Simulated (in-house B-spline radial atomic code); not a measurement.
**PBE excitations of the lead ion Pb²⁺**

Method: PBE. Computed with a B-spline radial code for spherical atoms: linear response of the closed shell [Xe] 4f14 5d10 6s2 with the functional's adiabatic kernel; scalar-relativistic (spin-free one-electron X2C), finite nucleus, no spin-orbit coupling, no double excitations, S, P, D and F terms only; shells from n = 4 respond. Only terms of natural parity with L up to 3 were computed.

Spin-orbit coupling is strong here, so these LS terms don't match observed levels.

Command:
```bash
python run_td.py task.json out
```
Settings (radii: box in bohr, nucleus in fm):
```
Z                        82
electrons                80
configuration            [Xe] 4f14 5d10 6s2
hamiltonian              x2c
method                   pbe,pbe
box_radius               29.48
rms_radius               5.5012
intervals                72
```

Time taken, with all properties: 1.9 s on 1 thread of Intel(R) Xeon(R) 6975P-C (Granite Rapids), with other jobs on the host.

The lowest states, in the order of their Tamm-Dancoff energies; the method's threshold (minus the highest occupied level) is 27.384 eV. Labels give the largest channel, * marks a mixed state, and oscillator strengths are full-response dipole values. Semilocal kernels can invert the small singlet-triplet splittings of Rydberg terms. Energies in eV:

| state | full response | Tamm-Dancoff | oscillator strength |
| --- | --- | --- | --- |
| 6s → 6p 3P | 9.245 | 9.316 | - |
| 6s → 6p 1P | 11.626 | 11.988 | 1.47 |
| 6s → 7s 3S | 18.013 | 18.017 | - |
| 6s → 7s 1S | 18.493 | 18.519 | - |
| 6s → 6d 3D | 19.043 | 19.052 | - |
| 6s → 6d 1D | 19.343 | 19.349 | - |
| 5d → 6p 3P | 20.045 | 20.078 | - |
| 5d → 6p 3F | 20.138 | 20.164 | - |
| 5d → 6p 1F | 20.596 | 20.598 | - |
| 6s → 7p 3P | 20.753 | 20.755 | - |
| 6s → 7p 1P | 20.818 | 20.830 | 0.167 |
| 5d → 6p 1P | 21.672 | 21.862 | 0.945 |
| 6s → 5f 3F | 22.747 | 22.755 | - |
| 6s → 5f 1F | 22.874 | 22.877 | - |
| 6s → 8s 3S | ? | ? | - |
| 6s → 8s 1S | ? | ? | - |

(1) Where does 6s → 8s 3S lie?

(2) Where does 6s → 8s 1S lie?

(3) How large is the singlet-triplet splitting of 6s → 6p (P terms) in Tamm-Dancoff?

(4) What polarisabilities and dispersion coefficient does the method give?

## Answers

(1) At 22.999 eV in full response, 23.000 eV in Tamm-Dancoff.

(2) At 23.103 eV in full response, 23.109 eV in Tamm-Dancoff.

(3) 2.67 eV, from the unrounded values.

(4) Dipole 13.32 bohr³, quadrupole 46.09 bohr⁵, C6 92.87 hartree·bohr⁶ for two such species.
